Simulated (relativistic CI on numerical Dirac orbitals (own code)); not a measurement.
# Sensitivity of the levels of Lu⁵⁸⁺ to α and to the nuclear radius

Computed by Dirac-Coulomb-Breit CI, orbitals from a KLI potential per configuration, derivatives by finite differences, unscaled Slater integrals, QED left out (own radial code, finite nucleus).

Configuration list (outside the closed core [Ne]): 3s2 3p, 3s2 3d, 3s 3p2, 3p3, 3s 3p 3d, 3p 3d2, 3s 3d2, 3p2 3d. Levels of other configurations are missing.

With x = (α/α₀)² − 1 an excitation energy changes as ω = ω₀ + qx; K = 2q/ω₀ is the relative enhancement. Terms are leading LS components, so labels can repeat. The field-shift factor is F = δν/δ⟨r²⟩ for the transition from the lowest level.

Lowest level 3s2 3p 2P°_1/2.

```csv
Level,ω₀ (cm⁻¹),q (cm⁻¹),K,F (GHz/fm²)
3s 3p2 4P_1/2,1297100,311100,0.48,-5500
3s2 3p 2P°_3/2,2406224,2.892e+06,2.4,-384
3s 3p2 4P_3/2,3469514,3.159e+06,1.82,-5760
3s 3p2 2D_5/2,3609875,3.173e+06,1.76,-5710
3s 3p2 2D_3/2,3772678,3.14e+06,1.66,-4790
3s 3p2 2P_1/2,3857321,3.177e+06,1.65,-5870
3s2 3d 2D_3/2,4213827,3.044e+06,1.44,-1490
3s2 3d 2D_5/2,4683774,3.561e+06,1.52,-517
3s 3p 3d 4F°_3/2,5041036,3.351e+06,1.33,-8610
3s 3p 3d 4F°_3/2,5140513,3.321e+06,1.29,-7610
3s 3p 3d 4F°_5/2,5230148,3.258e+06,1.25,-5800
3s 3p 3d 4D°_1/2,5437267,3.292e+06,1.21,-5780
3s 3p 3d 4D°_3/2,5485389,3.347e+06,1.22,-6280
3s 3p 3d 4P°_5/2,5775451,3.806e+06,1.32,-5760
3s 3p 3d 4F°_7/2,5883416,3.844e+06,1.31,-5780
3s 3p 3d 2F°_5/2,5965529,3.844e+06,1.29,-5840
3s 3p2 4P_5/2,5975488,6.017e+06,2.01,-6090
3s 3p 3d 2D°_3/2,6008985,3.846e+06,1.28,-6240
3s 3p2 2S_1/2,6264013,6.057e+06,1.93,-6160
3s 3p2 2P_3/2,6318739,6.062e+06,1.92,-6200
3p2 3d 2D_3/2,6694841,3.544e+06,1.06,-11200
3p2 3d 2D_5/2,7353753,4.136e+06,1.12,-11200
3p3 2D°_5/2,7399430,6.257e+06,1.69,-9790
```

At this charge energies of transitions that change n are usually good to better than 1 %, and those within a shell (Δn = 0) to a few per cent.
